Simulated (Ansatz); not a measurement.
`[CH3][Ge]1([CH3])[CH]=CC=[C]1[C]1=CC=[C]([C]2=CC=[CH][Ge]2([CH3])[CH3])[Ge]1([CH3])[CH3]` with charge -1. Charge -1, multiplicity 2. Geometry PBE-D4/def2-SVP.

```xyz
47

C    -2.7569   -0.9877   -4.0102
Ge   -2.8056   -2.1987   -2.4404
C    -4.4293   -1.7603   -1.3895
C    -2.5884   -4.0869   -2.8583
C    -1.4212   -4.4818   -2.2293
C    -0.6574   -3.5264   -1.4601
C    -1.1344   -2.2061   -1.3756
C    -0.5535   -1.1251   -0.6860
C    -1.0395    0.2015   -0.6056
C    -0.3161    1.1695    0.1419
C     0.8812    0.7948    0.7967
C     1.7206    1.6144    1.5747
C     2.9112    1.2493    2.2281
C     3.6180    2.2618    2.9783
C     3.1188    3.5507    3.0396
Ge    1.4808    3.5373    1.9888
C    -0.1684    3.9421    3.0132
C     1.5057    4.7154    0.3936
Ge    1.1067   -1.1182    0.3770
C     2.7373   -1.5293   -0.6684
C     1.0565   -2.3044    1.9616
H    -2.6936    0.0690   -3.6806
H    -3.6629   -1.1114   -4.6386
H    -1.8641   -1.2161   -4.6249
H    -4.3847   -0.7125   -1.0296
H    -4.4908   -2.4299   -0.5091
H    -5.3471   -1.8890   -1.9995
H    -3.2072   -4.7728   -3.4557
H    -1.0460   -5.5218   -2.2962
H     0.2750   -3.8412   -0.9573
H    -1.9755    0.4968   -1.1168
H    -0.6979    2.2064    0.2033
H     3.3093    0.2195    2.1789
H     4.5557    1.9748    3.4934
H     3.6164    4.3588    3.5960
H    -0.2053    3.3061    3.9193
H    -1.0664    3.7282    2.3989
H    -0.1946    5.0069    3.3242
H     2.4235    4.5201   -0.1951
H     0.6268    4.5111   -0.2507
H     1.4917    5.7855    0.6868
H     3.6468   -1.3534   -0.0592
H     2.7274   -2.5842   -1.0092
H     2.7772   -0.8718   -1.5590
H     1.0266   -3.3686    1.6523
H     1.9456   -2.1379    2.6027
H     0.1478   -2.0845    2.5555
```

Single mean-field runs in def2-TZVP are fitted with def2-universal-jkfit. At PBE-D4/def2-TZVP the highest occupied level of the relaxed charge -1 doublet lies above zero (up to 0.09 eV). By energy differences its removal costs 1.47 eV (each at its own geometry, to the charge 0 singlet, at PBE-D4/def2-TZVP); self-interaction error and the lack of diffuse functions both raise the level. At PBE0-D4/def2-TZVP the relaxed charge -1 doublet is spin-contaminated (final ⟨S²⟩ up to 0.83, 0.75 for a pure state).

(1) Estimate the α-spin orbital energies around the gap (eV) in Ansatz with PBE-D4/def2-TZVP, PBE0-D4/def2-TZVP.

## Answers

(1) 
```tsv
orbital	PBE-D4/def2-TZVP	PBE0-D4/def2-TZVP
HOMO−5	-3.27	-4.43
HOMO−4	-3.00	-4.14
HOMO−3	-2.37	-3.44
HOMO−2	-2.26	-3.28
HOMO−1	-1.01	-1.90
HOMO	0.09	-0.53
LUMO	1.29	1.96
LUMO+1	2.00	2.80
LUMO+2	2.79	3.57
LUMO+3	2.91	3.68
LUMO+4	2.99	3.79
LUMO+5	3.50	4.38
β HOMO	-0.70	-1.22
β LUMO	0.43	1.15
```
